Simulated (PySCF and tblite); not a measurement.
Results of a calculation; reference values are marked as such.
C₆H₉Br, numbered as in [Br:1][C@H:2]1[C@H:3]2[CH2:4][CH2:5][C@@H:6]1[CH2:7]2.

Level: PBE0-D3(BJ)/pcSseg-1//GFN2-xTB, thermal terms from GFN2-xTB, symmetry numbers and mirror pairs counted. Conformers within 2.5 kcal/mol (GFN2-xTB free energy) were kept, 3 at most. Couplings: B3LYP/6-31G* with pcJ-1 on H (gas phase; spin-dipole term only for pairs with B, N, F, Si or P). Couplings are for ¹H. H–H couplings come out 0.1 to 0.9 Hz lower than with pcJ-1 on all atoms. Of two unlike H on one atom, a is the less shielded (PBE0/pcSseg-1). Codes: tblite and PySCF.

The 4-ring runs over atoms 2–3–7–6. The 5-ring runs over atoms 2–3–4–5–6.

```json
{"conformer": "1", "shape": "4-ring puckered (ring torsions -36, 36, -36, 36°); 5-ring envelope (ring torsions 43, 0, -43, 65, -65°)", "weight %": "100.0"}
```

(1) Give the couplings in each conformer and the averages at 298.15 K (pairs that fast motion interchanges averaged).

Spin–orbit effects of the heavy atoms on shieldings are missing.

Results:

(1) 
| coupling | pairs | 1 | average (Hz) |
| --- | --- | --- | --- |
| ³J(H2,H3) | 2 | 3.5 | 3.5 |
| ³J(H3,H4a) | 2 | 2.0 | 2.0 |
| ³J(H3,H4b) | 2 | 1.7 | 1.7 |
| ³J(H3,H7b) | 2 | -0.2 | -0.2 |
| ³J(H3,H7a) | 2 | 3.2 | 3.2 |
| ²J(H4a,H4b) | 2 | -12.0 | -12.0 |
| ³J(H4a,H5a) | 1 | 11.2 | 11.2 |
| ³J(H4a,H5b) | 2 | 3.4 | 3.4 |
| ³J(H4b,H5b) | 1 | 10.7 | 10.7 |
| ²J(H7b,H7a) | 1 | -8.6 | -8.6 |
